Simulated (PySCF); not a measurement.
**Sn²⁺ (tin, charge +2) across methods**

[Kr] 4d10 5s1 6s1, high-spin 3S determinant (an excited configuration). Calculation: PySCF 2.14, in aug-cc-pVQZ-DK3; the spin-free X2C one-electron Hamiltonian (Gaussian nucleus). The B2PLYP total includes its PT2 part (frozen core); its orbital energies are those of the SCF part.

```csv
method,E (hartree),mean ε 4d β (eV),mean ε 5s α (eV),mean ε 6s α (eV),Σ⟨r²⟩ (bohr²),⟨S²⟩
B2PLYP,-6174.17,-53.822,-32.390,-12.178,54.18,2.000
UHF,-6172.18785,-58.239,-33.754,-12.792,55.30,2.001
LDA,-6168.78,-48.650,-30.882,-11.635,52.96,2.000
PBE0,-6174.51,-51.206,-31.402,-12.037,53.57,2.000
PBE,-6174.43,-48.437,-30.402,-11.647,53.26,2.000
r2SCAN,-6174.84,-49.148,-30.430,-11.566,53.52,2.001
BHandHLYP,-6174.84,-53.806,-32.448,-12.159,54.00,2.000
B3LYP,-6174.90,-50.675,-31.418,-11.850,53.45,2.000
```

The outer electron is Rydberg-like, and this basis confines it to a smaller radius and binds it less than a complete one would.
